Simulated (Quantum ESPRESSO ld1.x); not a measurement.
Problem. Excited configurations of In XXXVI: one electron is placed in a higher orbital outside [Ne] 3s2 3p1. The ground configuration is [Ne] 3s2 3p2. Calculated with ld1.x of Quantum ESPRESSO 7.5: scalar-relativistic Kohn-Sham, BLYP, spin-unpolarised, spherical densities, point nucleus. Excitation = E - E(ground); binding = E(ion) - E, where the ion is the core of charge +36; n* = 36/sqrt(2 binding) in atomic units. These energies are relativistic, and a one-electron ion of charge +36 with no core already has n* below n in this formula (scalar-relativistic equation, point nucleus: 4s 3.971, 4p 3.983, 4d 3.993, 5s 4.970, 5d 4.991, 5f 4.995, 6s 5.969, 6f 5.994, 7p 6.981, 7f 6.994). The quantum defect is therefore taken as that value minus n*, so that it holds no relativistic shift of the bare ion.

outer orbital  excitation (eV)  binding (eV)     n*  quantum defect  eigenvalue (eV)  <r> (bohr)
4s                      1003.8        1280.6  3.711           0.261          -1261.9      0.5762
4p                      1055.9        1228.5  3.789           0.195          -1209.7      0.5735
4d                      1116.0        1168.3  3.885           0.108          -1148.2      0.5470
5s                      1489.2        795.16  4.709           0.261          -784.78      0.9259
5d                      1544.3        740.05  4.881           0.110          -729.34      0.9112
5f                      1563.4        721.00  4.945           0.050          -709.38      0.8537
6s                      1744.2        540.18  5.713           0.256          -533.62       1.364
7p                      1902.7        381.69  6.797           0.184          -376.76       1.903
7f                      1918.9        365.47  6.946           0.048          -360.29       1.848

Estimate the row for 6f.

Solution. excitation (eV) 1785.5; binding (eV) 498.86; n* 5.945; quantum defect 0.049; eigenvalue (eV) -491.36; <r> (bohr) 1.308. The Delta-SCF ionisation energy is 2284.4 eV (NIST Atomic Spectra Database: 2317 eV, semi-empirical). Self-interaction in the functional shifts the binding energies and quantum defects, so they are the method's values and not measured ones. Spin polarisation and multiplet splitting are left out, so open shells lie too high by an amount that depends on their filling. Spin-orbit splitting is averaged out at the scalar-relativistic level.

Beside tabulated values, note that spin-unpolarised runs miss the spin-polarisation part of the exchange energy of open shells.
